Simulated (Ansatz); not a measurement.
`C=C[SiH3]` + `[OH][SnH]([F])[F]` → `[F][SnH]([F])[O][SiH3]` + `C=C`  (ligand exchange at the Si–C bond)

Computed with Ansatz on PBE0-D4/def2-TZVP structures; ΔE is electronic, products minus reactants. CCSD(T)/CBS adds triple-zeta CCSD(T) − MP2 to the extrapolated MP2 energy (def2 sets, frozen cores). This one scheme is used for every species. DFT in def2-TZVPP. Elements past krypton have def2 core potentials. For Sn outer-core shells are correlated without core-valence functions, which leaves a few kJ/mol of doubt a bond. One conformer a species, not always the lowest.

Q: Is it downhill or uphill in electronic energy at CCSD(T)/CBS, and by how much? (Best estimate.)

A: Computed: Downhill: ΔE = -1.05 eV.

Q: What do these levels give: r2SCAN0-D4, CAM-B3LYP-D4, ωB97X-V, RPA@PBE/def2-TZVPP, CCSD(T)/def2-SVP, MP2/def2-TZVPP? (Estimate.)

A: Computed: r2SCAN0-D4 -1.01, CAM-B3LYP-D4 -1.06, ωB97X-V -1.01, RPA@PBE/def2-TZVPP -1.03, CCSD(T)/def2-SVP -1.04, MP2/def2-TZVPP -1.04 eV.

Largest T1 diagnostic among the species: 0.015.

From r2SCAN to r2SCAN0 (25 % exact exchange), in def2-TZVPP and without D4, ΔE moves by −0.03 eV. Leaving LDA and LC-ωPBE aside and taking each functional with its dispersion term where it has one, the values, not all of them listed here, spread over 0.32 eV, from BHLYP-D4 to revPBE-D4. In def2-TZVPP, CCSD(T) changes the Hartree–Fock value by +0.20 eV (the triples alone add +0.03 eV) and MP2 by +0.20 eV.
